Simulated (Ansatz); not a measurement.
Input for Ansatz (a first-principles code): R-PBE/def2-TZVPP on CdH2S (SMILES [SH][CdH]), atoms moved off the minimum. Elements past Kr take the def2 small-core potentials; no spin–orbit coupling.

Ansatz 0.2 input:
```yaml
crystal:
  periodic: [false, false, false]
  atoms:
    - {symbol: Cd, position_ang: [-0.37971852, -0.28881888, -0.27356464]}
    - {symbol: H, position_ang: [-1.24456303, -0.76723638, -1.62628291]}
    - {symbol: S, position_ang: [1.09958697, 0.67109667, 1.10654021]}
    - {symbol: H, position_ang: [0.95852409, -0.39542574, 2.01208431]}
basis:
  gaussian:
    orbitals: def2-TZVPP
hamiltonian:
  xc: {name: PBE}
scf: {lower_state_search: off}
output: {forces: true}
```

The head of its log:

```
WARN ansatz: RAYON_NUM_THREADS=1 ignored (pool sized by the plan → 1); use --threads N
Functional definition: PBE
these checks for a lower state are left out or cut short: stability, starts, cluster_reference, orbital_swaps, neighbouring_geometries, increment
integrals: 0.04 GiB planned
784 factors; their error is unknown
mean field: 0.33 GiB planned
mean field evaluation 1: about -15426.2804 eV, gradient 3.5e1 eV
mean field evaluation 2: about -15418.5640 eV, gradient 6.7e1 eV
```

What total energy does the run end on?

-567.0104 hartree.
